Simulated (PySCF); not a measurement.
Se(CF3)2, `FC(F)(F)[Se]C(F)(F)F`. Method: PBE0-D3(BJ)/def2-SVP geometry optimisation, gas phase in PySCF 2.14.0.

```
atom  x, y, z in Å
Se1    0.0102   -0.0144   -1.3741
C2     1.4669   -0.0754   -0.0540
F3     1.5161   -1.2294    0.5913
F4     1.3642    0.8914    0.8447
F5     2.5977    0.0811   -0.7297
C6    -1.4377    0.0594   -0.0444
F7    -1.4807    1.2187    0.5907
F8    -1.3309   -0.8997    0.8615
F9    -2.5731   -0.1012   -0.7115
```

**Question.** Give the dihedral angles C2–Se1–C6–F8, C6–Se1–C2–F4, C2–Se1–C6–F7, C6–Se1–C2–F3, C6–Se1–C2–F5, C2–Se1–C6–F9.

**Answer.** C2–Se1–C6–F8 -51° (synclinal); C6–Se1–C2–F4 -51° (synclinal); C2–Se1–C6–F7 71° (synclinal); C6–Se1–C2–F3 71° (synclinal); C6–Se1–C2–F5 -170° (antiperiplanar); C2–Se1–C6–F9 -171° (antiperiplanar). Dihedral signs follow IUPAC: positive where, seen along the central bond, the front bond turns clockwise onto the rear one.

**Question.** Which two atoms are farthest apart?

**Answer.** F5···F9, 5.17 Å; the next longest distance is 4.44 Å.

**Question.** Work out the bond lengths Se1–C2, Se1–C6, C2–F3, C2–F4, C2–F5, C6–F8, C6–F9 in bohr.

**Answer.** For Se1–C2 the difference vector is (1.4567, -0.0610, 1.3201) Å, of length 1.9668 Å. 1 bohr = 0.529177 Å. Se1–C2 3.717; Se1–C6 3.718; C2–F3 2.500; C2–F4 2.502; C2–F5 2.507; C6–F8 2.501; C6–F9 2.507 bohr.

**Question.** How far apart are these pairs, which share no bond: C2···F9, F4···F5, F5···F8, F7···F8?

**Answer.** C2···F9 4.093 Å (3 bonds apart); F4···F5 2.158 Å (2 bonds apart); F5···F8 4.351 Å (4 bonds apart); F7···F8 2.141 Å (2 bonds apart).

**Question.** What is the repulsion energy of the bare nuclei, Σ ZA·ZB/RAB?

**Answer.** 873.33 Eh over 36 pairs, with full nuclear charges and distances in bohr; the largest single term is 60.69 Eh (Se1 with F5, or a pair equal to it).

**Question.** Write the matrix of distances between heavy atoms (Å, lower triangle).

**Answer.** 
```
Se1   0.000
C2    1.967  0.000
F3    2.758  1.323  0.000
F4    2.753  1.324  2.141  0.000
F5    2.668  1.327  2.152  2.158  0.000
C6    1.967  2.908  3.285  3.055  4.093  0.000
F7    2.757  3.283  3.870  2.875  4.435  1.323  0.000
F8    2.753  3.057  2.879  3.236  4.351  1.324  2.141  0.000
F9    2.668  4.093  4.438  4.348  5.174  1.327  2.152  2.157  0.000
```

The point group is C2 within 0.08 Å; differences among equivalent distances and angles are scatter left by the optimiser. PBE0-D3(BJ)/def2-SVP frequencies: not computed here.
